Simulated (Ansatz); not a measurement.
Program: Ansatz. Geometries: PBE0-D4/def2-TZVP. ΔE: electronic, gas phase. CCSD(T)/CBS adds triple-zeta CCSD(T) − MP2 to the extrapolated MP2 energy (def2 sets, frozen cores). Functionals use def2-TZVPP. B3LYP here is the variant with VWN-RPA as its local correlation; programs differ in this. HSE06 is defined as in plane-wave codes. For Ga, Ge outer-core shells are correlated without core-valence functions, which leaves a few kJ/mol of doubt a bond. Scalar relativity is left out up to krypton. One conformer a species, not always the lowest.

`O[BH][GaH][GeH3]` + `[OH][GeH3]` → `[GeH3][O][GeH3]` + `O[BH][GaH2]`  (cleavage of the Ge–Ga bond)

| level | ΔE (kJ/mol) | difference from CCSD(T)/CBS |
| --- | --- | --- |
| PBE-D4 | 27.1 | 13.2 |
| revPBE-D4 | 22.9 | 9.0 |
| B97M-V | -1.5 | -15.4 |
| B3LYP-D4 | 13.6 | -0.3 |
| HSE06-D4 | 23.7 | 9.8 |
| CAM-B3LYP-D4 | 6.7 | -7.2 |
| BHLYP | 7.5 | -6.4 |
| HF/def2-QZVPP | -11.5 | -25.4 |
| MP2/CBS(def2) | 11.6 | -2.3 |
| CCSD/CBS(def2) | 13.1 | -0.8 |
| CCSD(T)/CBS | 13.9 | 0 |

Largest T1 diagnostic among the species: 0.014.

In def2-TZVPP, CCSD(T) changes the Hartree–Fock value by +18.7 kJ/mol (the triples alone add +0.9 kJ/mol) and MP2 by +16.4 kJ/mol. Leaving LDA and LC-ωPBE aside and taking each functional with its dispersion term where it has one, the values spread over 28.6 kJ/mol, from B97M-V to PBE-D4.
